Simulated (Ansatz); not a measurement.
System: SnH₄, net charge -1, doublet state. 
Structure (B3LYP-D3(BJ)/def2-TZVP (Ansatz, an electronic-structure program) minimum search):
```xyz
5

Sn    -0.0308     0.0081     0.0162
H     -0.5291     1.4111    -1.2094
H      0.3236    -1.1557    -1.2774
H      0.1340    -1.3066     1.4173
H      1.6090     0.6445     0.2606
```
Charge -1, spin multiplicity 2.

Give the harmonic wavenumbers at B3LYP-D3(BJ)/def2-TZVP (Ansatz, finite differences of forces, unscaled).

445, 572, 689, 749, 750, 964, 1211, 1653, 1658 cm⁻¹. Zero-point energy 12.4 kcal/mol.

From these and the geometry, give the ideal-gas thermochemistry at 298.15 K and 1 atm (rigid rotor, harmonic oscillator).

Point group C2v, rotational symmetry number 2. Rotational constants 78.94, 49.72, 45.61 GHz. S(trans) 40.33, S(rot) 16.76, S(vib) 2.29, S(elec, spin only) 1.38, S 60.8 cal/(mol K). H(298) - H(0) 2.88 kcal/mol; G - E(el) -2.8 kcal/mol.
